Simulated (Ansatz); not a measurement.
The cluster FeO₃, relaxed as a triplet with UKS PBE0-D4/def2-TZVP in Ansatz, starting from the PBE0-D4/def2-TZVP geometry of the neutral singlet. Force threshold 0.02 eV/Å.

The structure holds one bond between oxygen atoms, so isomers without such links may lie far lower. The charge 0 triplet is spin-contaminated (final ⟨S²⟩ up to 3.30, 2.00 for a pure state). The structure comes from a short search, and lower isomers may exist.

Start:

Cartesian coordinates in Å:
```
Fe 0.011 -0.295 0.684
O -0.031 0.841 -1.952
O -0.014 0.350 -0.811
O 0.034 -0.896 2.078
```

| step | energy (eV) | largest force component (eV/Å) | SCF passes |
| --- | --- | --- | --- |
| 1 | -40513.9574 | 3.310 | 169 |
| 2 | -40514.1768 | 2.029 | 30 |
| 3 | -40514.3114 | 0.381 | 40 |
| 4 | -40514.3203 | 0.411 | 202 |
| 5 | -40514.3229 | 0.039 | 78 |
| 6 | -40514.3229 | 0.007 | 35 |

Force components are those of the run's own axes.

End:

```xyz
4

Fe    0.0117   -0.3182    0.7385
O    -0.0327    0.8734   -2.0266
O    -0.0150    0.3913   -0.9078
O     0.0360   -0.9465    2.1959
```

By distances, no bond broke or formed. The bond that changes most is Fe1–O3, from 1.63 to 1.79 Å (atoms count from 1).

No frequencies were taken in this run, so the end may be a saddle point.

It took 47 s on 4 threads of Intel Xeon on a shared host.
